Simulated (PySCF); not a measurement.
## Electronic structure of Zr⁺ (zirconium, charge +1) at the UHF level

Configuration: [Kr] 4d1 5s1 5p1, one real determinant (an excited configuration). All numbers are calculated (PySCF 2.14, the spin-free X2C one-electron Hamiltonian (Gaussian nucleus), in aug-cc-pVTZ-DK).

```json
{
  "Total energy": "-3595.744973 hartree",
  "One-electron energy": "-4950.0771 hartree",
  "Hartree (Coulomb) energy": "1467.1231 hartree",
  "Exchange energy": "-112.7909 hartree",
  "⟨S²⟩": "3.7537",
  "⟨L²⟩": "9.268",
  "Sum of ⟨r⟩": "29.17 bohr",
  "Sum of ⟨r²⟩": "55.20 bohr²",
  "Traceless quadrupole moment −½Σ⟨3z² − r²⟩ along its main axis": "-4.97 e·bohr²",
  "Langevin diamagnetic susceptibility": "-43.7 ×10⁻⁶ cm³/mol"
}
```

```tsv
shell	electrons	mean orbital energy (eV)	spread (eV)	rms radius, mean of both spins (bohr)
1s α	1	-18106.6	0	0.0426
1s β	1	-18106.5	0	0.0426
2s α	1	-2590.3	0	0.176
2s β	1	-2590.0	0	0.176
2p α	3	-2305.6	0.048	0.157
2p β	3	-2305.4	0.047	0.157
3s α	1	-464.79	0	0.487
3s β	1	-464.55	0	0.487
3p α	3	-369.17	0.165	0.496
3p β	3	-368.96	0.009	0.496
3d α	5	-211.91	0.733	0.495
3d β	5	-211.57	0.170	0.495
4s α	1	-79.315	0	1.29
4s β	1	-77.580	0	1.29
4p α	3	-51.772	0.372	1.45
4p β	3	-49.655	0.754	1.45
4d α	1	-18.240	0	2.16
5s α	1	-15.078	0	3.28
5p α	1	-9.959	0	4.39
```

⟨L²⟩ = 9.27 against 12 for a pure F term, so this real determinant mixes terms.

Densities and radii are taken from the X2C orbitals without a picture-change correction, which distorts them close to the nucleus.

Spin-orbit constants ζ (cm⁻¹) from the X2C one-electron operator on these orbitals: bare nucleus, nucleus screened by l(l+1)(2l+1)/3 electrons, and screened by the Breit-Pauli mean field of the electrons.

| shell | bare | screened nucleus | mean field |
| --- | --- | --- | --- |
| 2p | 470100 | 446600 | n/a |
| 3p | 75570 | 71790 | n/a |
| 3d | 10370 | 7780 | n/a |
| 4p | 8994 | 8544 | n/a |
| 4d | 624.0 | 468.0 | n/a |
| 5p | 712.6 | 677.0 | n/a |

To first order the Landé constant is A = 179.2 cm⁻¹, so the lowest level has J = 3/2 and lies 0.133 eV below the centre of the term. This holds in LS coupling only.
